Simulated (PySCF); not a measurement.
Harmonic spectrum computed at PBE0 in the def2-TZVP basis family (core potentials from Rb on, PySCF, no spin–orbit coupling):

```
ω (cm⁻¹)  IR (km/mol)
     110          9.7
     274         31.1
    1273          120
```

Question: Which molecule gave it? In each, all ligands are bound to the one heavy central atom.
A. BrZrN (singlet)
B. BrWN (triplet)
C. BrRuN (singlet)
D. BrSiN (singlet)

Answer: C. It has Cs symmetry with Ru–Br 2.413 Å, Ru–N 1.542 Å.
